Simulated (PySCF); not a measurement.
B(Br)3 cation (BBr3), SMILES BrB(Br)Br (connectivity only; charge and spin as stated), charge +1, multiplicity 2.

Coordinates come from a PBE-D3(BJ)/def2-SVP optimisation. The multiplicity is an assumed one; no other spin state was optimised. The isomer is the one that the SMILES or the coordinates give; other isomers of the formula were not compared.

The numbers are results of PBE/def2-TZVP run with PySCF, not measurements.

Q: Estimate the frontier levels, dipole moment and polarisability. (An estimate is asked for; the answer gives what the named calculation found.)

A: 
```
Item                                                                 Value
------------------------------------------------  ------------------------
α spin, highest occupied and lowest empty level        -13.27 and -8.45 eV
β spin, highest occupied and lowest empty level       -13.35 and -12.66 eV
dipole moment about the centre of nuclear charge                    0.00 D
mean static polarisability                           85.1 bohr³ (12.61 Å³)
polarisability, principal values                  45.0, 105.2, 105.2 bohr³
⟨S²⟩                                               0.752 (pure state 0.75)
```
